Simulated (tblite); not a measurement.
Start geometry of `C=Cc1c[c]cc(S)c1` [radical] from a force field or distance geometry (Å):
```
atom  x, y, z in Å
C1    -2.859   -0.624    0.631
C2    -1.704   -0.118    0.999
C3    -0.495   -0.164    0.177
C4    -0.480   -0.712   -1.098
C5     0.693   -0.728   -1.834
C6     1.859   -0.179   -1.359
C7     1.849    0.391   -0.088
S8     3.351    1.126    0.614
C9     0.675    0.384    0.656
H10   -3.760   -0.589    1.270
H11   -3.023   -1.101   -0.340
H12   -1.588    0.344    1.986
H13   -1.366   -1.161   -1.513
H14    2.784   -0.185   -1.949
H15    3.330    2.476    0.183
H16    0.727    0.848    1.655
```

Task: What comes out of this run: GFN2-xTB geometry optimisation, gas phase in tblite 0.8.0?

Result: 
```
atom  x, y, z in Å
C1    -2.911   -0.706    0.634
C2    -1.734   -0.222    1.010
C3    -0.527   -0.133    0.198
C4    -0.440   -0.690   -1.091
C5     0.732   -0.545   -1.761
C6     1.849    0.088   -1.310
C7     1.765    0.635   -0.027
S8     3.136    1.485    0.706
C9     0.594    0.520    0.706
H10   -3.747   -0.729    1.310
H11   -3.095   -1.095   -0.353
H12   -1.620    0.163    2.017
H13   -1.278   -1.216   -1.519
H14    2.752    0.168   -1.896
H15    3.961    1.333   -0.329
H16    0.556    0.954    1.694
```

The energy falls by 33.1 kJ/mol over 79 L-BFGS steps, the largest force on an atom goes from 1.66 to 0.007 eV/Å, and the atoms move by 0.404 Å rms after alignment. The bond that changes most is S8–H15 (ends: sulfur bonded to C and H; hydrogen on sulfur), which shortens by 0.085 Å. Bonds longer at the end by more than 0.005 Å: 3 of 16; shorter: 10. Among the angles that change most is C7–S8–H15, from 104.8° to 95.9°. Among the dihedrals that turn most is C6–C7–S8–H15, from 89° to 0°. Rotational constants go from 3327, 824.4, 663.9 to 3372, 831.5, 667.3 MHz. The orientation of the end geometry is arbitrary; only internal coordinates are fixed.

Hardware: an Intel Xeon at 2.70 GHz with one thread (shared host). Cost: 0.74 s.

Its GFN2-xTB frequencies are all real (lowest 18 cm⁻¹). 2 starts were optimised and ended at 0.00 and 0.70 kcal/mol (GFN2-xTB); the lowest of these is shown.

One conformer stands for the species.

These are computed values.
